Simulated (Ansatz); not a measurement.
Harmonic frequencies (cm⁻¹) at PBE0-D4/def2-TZVP from Ansatz: 43, 201, 231, 280, 287, 340, 418, 488, 579, 796, 955, 969, 1564, 3636, 3742.

Each molecule was computed in one conformer, which needn't be the lowest.

**Question.** Which molecule is it?
A. `O[SiH2]B(F)F`
B. `C[SiH2][SbH][SH]`
C. `N[Si]1(F)SS1`
D. `OB(O)[SiH2]F`

**Answer.** C.
